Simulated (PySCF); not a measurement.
**Question.** Give a PBE0-D3(BJ)/def2-SVP geometry of `CO[Si@@H]([SiH3])[GeH2][CH3]`.

**Answer.** 
```
atom  x, y, z in Å
C1    -1.6485    2.1366   -0.5611
O2    -0.5206    1.4873   -0.0463
Si3   -0.5852    0.0492    0.8177
Si4   -1.5874   -1.6634   -0.4525
Ge5    1.6998   -0.4534    1.2451
C6     2.6544   -0.3348   -0.4598
H7    -2.3522    2.4417    0.2358
H8    -1.3236    3.0439   -1.0930
H9    -2.2036    1.5027   -1.2786
H10   -1.3987    0.2277    2.0692
H11   -1.5982   -2.9217    0.3588
H12   -0.7959   -1.9107   -1.6992
H13   -2.9959   -1.3456   -0.8485
H14    1.8372   -1.8710    1.8422
H15    2.2939    0.5460    2.2597
H16    3.7375   -0.4511   -0.3128
H17    2.3035   -1.1192   -1.1457
H18    2.4547    0.6446   -0.9171
```

Any rigid rotation of these coordinates is as good. Atoms count from 1 in this order. Of the pairs four or more bonds apart, Si4···H9 is among the closest relative to their van der Waals radii: 3.33 Å, 101 % of the sum of Bondi's values. Ge5 (germanium bonded to C, Si and 2 H) is tetrahedral (angles from 107.4° to 110.6°). Si3 (oxygen-bound silicon) is distorted tetrahedral (angles from 103.7° to 113.3°). Si4 (SiH3 silicon) is tetrahedral (angles from 108.2° to 112.9°).

Bonds between heavy atoms (Å): C1–O2 1.400, O2–Si3 1.679, Si3–Si4 2.356, Si3–Ge5 2.378, Ge5–C6 1.958.

Computed with PBE0-D3(BJ)/def2-SVP geometry optimisation, gas phase in PySCF.

Point group: C1 (no symmetry element, even within 0.4 Å). No frequency check. The numbers are those of one conformer (C1–O2–Si3–Si4 59°, O2–Si3–Ge5–C6 -51°).
